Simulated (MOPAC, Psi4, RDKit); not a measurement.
Conformational energy of SMILES CC/C=C\[SiH3] (C₄H₁₀Si). Scanned: dihedral C1–C2–C3–C4; all other coordinates were relaxed at GFN2-xTB. Points at φ and −φ are mirror images. Heavy atoms are numbered in the order of the SMILES CC/C=C\[SiH3], hydrogens after them in the order of the atoms that carry them; the mirror image has the same energies with the sign of each dihedral reversed.

- PM3, restricted, heats of formation // GFN2-xTB (MOPAC)
- UFF // GFN2-xTB (RDKit)
- MMFF94 // GFN2-xTB (RDKit)
- PBE-D3(BJ)/def2-TZVP // GFN2-xTB (Psi4)

Energies relative to the lowest point of each profile, in kJ/mol; the last columns give the difference from PBE-D3(BJ):

```csv
φ / °,PM3,UFF,MMFF94,PBE-D3(BJ)/def2-TZVP,PM3 − PBE-D3(BJ)/def2-TZVP,UFF − PBE-D3(BJ)/def2-TZVP,MMFF94 − PBE-D3(BJ)/def2-TZVP
-165,0.0,3.3,5.4,4.7,-4.7,-1.4,0.7
-150,0.0,8.2,3.2,2.6,-2.6,5.7,0.6
-135,0.1,10.2,1.1,0.8,-0.6,9.4,0.3
-120,0.7,9.8,0.0,0.0,0.7,9.8,0.0
-105,1.7,7.9,0.8,0.7,1.1,7.2,0.1
-90,3.1,5.3,3.3,2.8,0.2,2.5,0.4
-75,4.7,9.7,6.4,4.8,-0.2,4.9,1.6
-60,7.0,16.9,14.4,7.4,-0.3,9.6,7.0
-45,10.9,31.6,18.5,10.2,0.8,21.4,8.3
-30,13.7,44.1,18.0,10.1,3.5,34.0,7.8
-15,14.9,52.3,17.1,8.8,6.1,43.4,8.2
0,15.4,54.7,16.0,8.2,7.2,46.4,7.7
15,14.9,52.3,17.1,8.8,6.1,43.4,8.2
30,13.7,44.1,18.0,10.1,3.5,34.0,7.8
45,10.9,31.6,18.5,10.2,0.8,21.4,8.3
60,7.0,16.9,14.4,7.4,-0.3,9.6,7.0
75,4.7,9.7,6.4,4.8,-0.2,4.9,1.6
90,3.1,5.3,3.3,2.8,0.2,2.5,0.4
105,1.7,7.9,0.8,0.7,1.1,7.2,0.1
120,0.7,9.8,0.0,0.0,0.7,9.8,0.0
135,0.1,10.2,1.1,0.8,-0.6,9.4,0.3
150,0.0,8.2,3.2,2.6,-2.6,5.7,0.6
165,0.0,3.3,5.4,4.7,-4.7,-1.4,0.7
180,0.0,0.0,6.2,5.6,-5.6,-5.6,0.6
```

PM3 is furthest from PBE-D3(BJ)/def2-TZVP at 0 (7.2 kJ/mol, above); its mean absolute difference over the points is 2.3 kJ/mol.

UFF is furthest from PBE-D3(BJ)/def2-TZVP at 0 (46.4 kJ/mol, above); its mean absolute difference over the points is 14.6 kJ/mol.

MMFF94 is furthest from PBE-D3(BJ)/def2-TZVP at -45 (8.3 kJ/mol, above); its mean absolute difference over the points is 3.3 kJ/mol.

MMFF94 has few fitted parameters for silicon.
